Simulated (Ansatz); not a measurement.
The molecule K₂, closed-shell singlet (the spin of the measured ground state). No spin–orbit coupling. K is treated without relativity.

Seven points along R, fitted to fifth degree in 1/R; most abundant isotopes. Runs in def2 and cc sets follow the lowest solution found near the PBE0 minimum. The singlet is held restricted.

Correlated levels freeze the inner cores; with def2 sets outer-core shells near the valence are correlated too.

Programs: Ansatz (Gaussian orbitals). Each number belongs to the level named beside it.

Doubts at one or more of the structures used: a restricted determinant that unrestricted orbitals would lower (CCSD(T)/def2-TZVPP, CCSD(T)/def2-QZVPP).

Quantity: r_e, from seven points a level.

Costs are ratios of core time to PBE/def2-TZVPP (roughly 9 s), for whole runs (searches for the state included, and forces where a run took them) on one shared machine, so rough; each error counts from the measured 3.9051 Å [Huber and Herzberg (1979), NIST Chemistry WebBook].

| level | basis functions | cost |
|---|---|---|
| SVWN5/def2-TZVPP | 66 | ×0.7 |
| PBE/def2-TZVPP | 66 | ×1 |
| B2PLYP/def2-TZVPP | 66 | ×1 |
| B3LYP/def2-TZVPP | 66 | ×1 |
| PBE0/def2-TZVPP | 66 | ×2 |
| BHLYP/def2-TZVPP | 66 | ×2 |
| r2SCAN/def2-TZVPP | 66 | ×2 |
| CAM-B3LYP/def2-TZVPP | 66 | ×2 |
| CCSD(T)/def2-TZVPP | 66 | ×2 |
| B97M-V/def2-TZVPP | 66 | ×3 |
| wB97M-V/def2-TZVPP | 66 | ×4 |
| CCSD(T)/def2-QZVPP | 140 | ×20 |

**Question.** Which is the cheapest listed level whose error stays within 0.005 Å?

**Answer.** none of those listed.

**Question.** What does the step from CCSD(T)/def2-TZVPP to CCSD(T)/def2-QZVPP cost and buy?

**Answer.** 66 to 140 functions, cost ×6 (rough); the error goes from 0.103 to 0.050 Å.

Each error (Å): SVWN5/def2-TZVPP -0.052; PBE/def2-TZVPP 0.096; B2PLYP/def2-TZVPP 0.052; B3LYP/def2-TZVPP 0.064; PBE0/def2-TZVPP 0.106; BHLYP/def2-TZVPP 0.072; r2SCAN/def2-TZVPP 0.173; CAM-B3LYP/def2-TZVPP 0.021; CCSD(T)/def2-TZVPP 0.103; B97M-V/def2-TZVPP 0.125; wB97M-V/def2-TZVPP -0.062; CCSD(T)/def2-QZVPP 0.050.

Ansatz is a quantum-chemistry and plane-wave program.
